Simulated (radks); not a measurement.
The mean radii <r> (bohr) of the occupied orbitals of an atom or ion are listed with their occupations. Calculated with a radial shooting solver on a logarithmic mesh with Libxc functionals: Dirac Kohn-Sham, PBE, spin-unpolarised, spherical densities, point nucleus.

| orbital | occ. | <r> |
|---|---|---|
| 1s1/2 | 2 | 0.02190 |
| 2s1/2 | 2 | 0.09277 |
| 2p1/2 | 2 | 0.07748 |
| 2p3/2 | 4 | 0.08433 |
| 3s1/2 | 2 | 0.2437 |
| 3p1/2 | 2 | 0.2334 |
| 3p3/2 | 4 | 0.2464 |
| 3d3/2 | 4 | 0.2185 |
| 3d5/2 | 6 | 0.2226 |
| 4s1/2 | 2 | 0.5366 |
| 4p1/2 | 2 | 0.5439 |
| 4p3/2 | 4 | 0.5686 |
| 4d3/2 | 4 | 0.5836 |
| 4d5/2 | 6 | 0.5913 |
| 5s1/2 | 2 | 1.055 |

Name the element and its charge. Open shells, if any, fill j = l - 1/2 first.

Answer. Z = 64, gadolinium, charge +16: Gd16+ in [Kr] 4d10 5s2. The 1s radius gives Z: for a bare nucleus <r> = (2 gamma + 1)/(2Z) with gamma = sqrt(1 - (Z/c)^2), 0.02163 bohr for Z = 64, and screening makes it slightly larger (0.02190 here). The occupations add up to 48, and the charge is Z minus that.
